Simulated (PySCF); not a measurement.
AlCl, neutral, multiplicity 1.

```xyz
2

Al     0.0000     0.0000    -1.2166
Cl     0.0000     0.0000     0.9304
```

Coordinates come from a PBE0-D3(BJ)/def2-TZVPD optimisation.

Level of theory: PBE/pcSseg-2 run with PySCF. Non-relativistic, no solvent.

Q: Give the absolute GIAO shielding of each atom: isotropic value and principal components (ppm). (An estimate is asked for; the answer gives what the named calculation found.)

A: 
```
atom  σ(iso)    σ11    σ22     σ33   span
----  ------  -----  -----  ------  -----
Al1    432.8  251.9  251.9   794.4  542.5
Cl2    499.6  173.7  173.7  1151.3  977.6
```
